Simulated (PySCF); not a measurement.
Input file for PySCF: R-B3LYP/6-311+G** on BF2H3Si (SMILES FB(F)[SiH3]), a point of a torsion scan.

```python
from pyscf import gto, scf, dft, mp
from pyscf.data.elements import chemcore

mol = gto.M(
    atom='''
    F     1.82179814   -1.22265559    0.03080064
    B     1.15294626   -0.08373221    0.00247197
    F     1.96423947    0.95903222    0.00856591
    Si   -0.82600965    0.05017236   -0.02887080
    H    -1.36243144    0.34490879    1.30551052
    H    -1.29080491    1.12302899   -0.91363624
    H    -1.46140364   -1.19158418   -0.47787803
    ''',
    basis='6-311+g**',
    charge=0, spin=0, verbose=3, max_memory=1800)
mf = dft.RKS(mol, xc='b3lyp')
mf.conv_tol = 1e-8
mf.max_cycle = 100
mf.kernel()
if not mf.converged:
    mf = mf.newton().run(mf.mo_coeff, mf.mo_occ)
```

Output:

```
converged SCF energy = -516.035555483912
```

The run converged.

Cost: roughly 10 core-seconds.
